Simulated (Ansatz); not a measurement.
Ansatz results at the PBE0-D4/def2-TZVP geometry: HOMO–LUMO gap (ωB97M-V/def2-TZVPP) 9.89 eV; HOMO–LUMO gap (PBE0/def2-TZVPP) 6.19 eV; LUMO energy (B3LYP/def2-TZVPP) -0.46 eV.

Each molecule was computed in one conformer, which needn't be the lowest.

(1) Which molecule gave them?
A. `CC1(N)OCO1`
B. `O[SiH]1[CH2][GeH2]1`
C. `[GeH3][SiH]1CO1`
D. `N=C(F)[SiH2][GeH3]`

## Answers

(1) B. The others give `N=C(F)[SiH2][GeH3]`: 11.41, 7.13, -1.19; `[GeH3][SiH]1CO1`: 10.67, 6.68, -1.04; `CC1(N)OCO1`: 12.17, 8.38, 0.67.

B3LYP here is the variant with VWN-RPA as its local correlation; programs differ in this.
